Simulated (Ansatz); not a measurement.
Breaking the Se1–H2 bond in hydrogen selenide (SMILES [SeH2]) (multiplicity 1 held, fragments rigid). Energies count from the point at 1.470 Å.
Geometry at that point (charge 0, multiplicity 1):
```xyz
3

Se     0.000     0.057     0.002
H     -1.053    -0.969    -0.038
H      1.050    -0.971    -0.046
```

Signs of static correlation in cc-pVTZ, with CASSCF(4,3), from Ansatz (a first-principles code) runs.

| R (Å) | T1 of restricted CCSD | ⟨S²⟩ of UHF | largest double amplitude of restricted CCSD | weight of the CASSCF reference in MRCISD | CASSCF natural occupations |
|---|---|---|---|---|---|
| 1.176 | 0.009 | 0.000 | 0.042 | 0.929 | 2.00 1.99 0.01 |
| 1.323 | 0.009 | 0.000 | 0.042 | 0.928 | 2.00 1.98 0.02 |
| 1.470 | 0.009 | 0.000 | 0.051 | 0.927 | 2.00 1.97 0.03 |
| 1.617 | 0.010 | 0.000 | 0.057 | 0.927 | 2.00 1.96 0.04 |
| 1.765 | 0.011 | 0.000 | 0.092 | 0.926 | 2.00 1.94 0.06 |
| 1.985 | 0.014 | ___ | 0.158 | 0.926 | 2.00 1.89 0.11 |
| 2.206 | 0.018 | 0.617 | 0.231 | 0.927 | 2.00 1.81 0.19 |
| 2.573 | 0.027 | 0.876 | 0.368 | 0.927 | 2.00 1.64 0.36 |
| 2.941 | 0.036 | 0.964 | 0.511 | 0.928 | 2.00 1.43 0.57 |
| 3.382 | 0.045 | 0.998 | ___ | 0.928 | 2.00 1.25 0.75 |
| 3.970 | 0.051 | 1.009 | 0.789 | 0.929 | 2.00 1.11 0.89 |
| 4.705 | 0.051 | 1.011 | 0.863 | 0.929 | 2.00 1.04 0.96 |

### Question
What belongs in the gaps?

### Answer

- 1.985, ⟨S²⟩ of UHF: 0.242
- 3.382, largest double amplitude of restricted CCSD: 0.660

Doubts at one or more of the structures used: active orbitals that take no part (SC-NEVPT2 on CASSCF(4,3)/cc-pVTZ); a restricted determinant that unrestricted orbitals would lower (R-CCSD(T)/cc-pVTZ); other coupled-cluster roots lie near (R-CCSD(T)/cc-pVTZ); T1 above 0.05 (R-CCSD(T)/cc-pVTZ, U-CCSD(T)/cc-pVTZ); a spin-contaminated determinant (U-CCSD(T)/cc-pVTZ).
